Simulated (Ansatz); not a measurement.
The molecule TiCl, multiplicity 4 (the spin of the measured ground state). No spin–orbit coupling. Ti is treated without relativity.

D_e counts from the fitted minimum to each atom's lowest state at the same level, without counterpoise. The lowest state of Ti differs between levels (2S+1 = 3, 5).

Correlated levels freeze the inner cores; with def2 sets outer-core shells near the valence are correlated too.

Codes used: Ansatz (Gaussian basis) for Hartree–Fock, density functionals and correlated methods. Each number belongs to the level named beside it.

```
level                 bond energy D_e (kcal/mol)
--------------------  --------------------------
SVWN5/def2-TZVPP                          126.32
PBE/def2-TZVPP                            112.77
B97M-V/def2-TZVPP                         110.49
PBE0/def2-TZVPP                           110.13
BHLYP/def2-TZVPP                           96.09
CAM-B3LYP/def2-TZVPP                      104.28
wB97X-V/def2-TZVPP                             …
wB97M-V/def2-TZVPP                        103.55
CCSD(T)/def2-TZVPP                         96.46
```

Problem. Complete the blanks.

Solution. 
- wB97X-V/def2-TZVPP, bond energy D_e (kcal/mol): 107.40

Ansatz is an electronic-structure program.
